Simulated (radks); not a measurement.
Q: Species: Cs+. Configuration: [Kr] 4d8 5s2 5p6 5d2 (not the ground configuration). All-electron calculation, scalar-relativistic Kohn-Sham, PBE, spin-polarised, spherical densities, finite nucleus; open shells are filled with parallel spins first (spin-orbit coupling, left out, can overturn this in heavy ions); Fermi nuclear charge, rms radius 4.8041 fm. Program: a radial shooting solver on a logarithmic mesh with Libxc functionals. Some entries of the table are withheld. Estimate them.

orbital  occ.  eigenvalue (eV)  <r> (bohr)
1s up       1        -35830.02     0.02611
1s down     1        -35830.01     0.02611
2s up       1        -5649.901      0.1121
2s down     1        -5649.002      0.1121
2p up       3        -5071.894     0.09821
2p down     3        -5071.199     0.09820
3s up       1        -1200.175      0.2989
3s down     1        -1199.757      0.2988
3p up       3        -1014.220      0.2968
3p down     3        -1013.742      0.2968
3d up       5        -741.6146      0.2733
3d down     5        -740.8565      0.2732
4s up       1        -249.4660      0.6875
4s down     1        -246.9082      0.6876
4p up       3        -189.1867      0.7279
4p down     3        -186.6593      0.7286
4d up       5        -100.9715      0.8075
4d down     3         -98.5709      0.8098
5s up       1              (1)       1.624
5s down     1              (2)       1.622
5p up       3         -25.8404       1.878
5p down     3         -24.6963       1.873
4f up       0              (3)       1.204
4f down     0              (4)       1.230
5d up       2              (5)       2.890
6s up       0          -7.5647       4.236
5d down     0              (6)       2.908

A: 
(1) 5s up eigenvalue (eV): -41.0465
(2) 5s down eigenvalue (eV): -39.9455
(3) 4f up eigenvalue (eV): -10.0850
(4) 4f down eigenvalue (eV): -8.2882
(5) 5d up eigenvalue (eV): -7.7104
(6) 5d down eigenvalue (eV): -6.4643
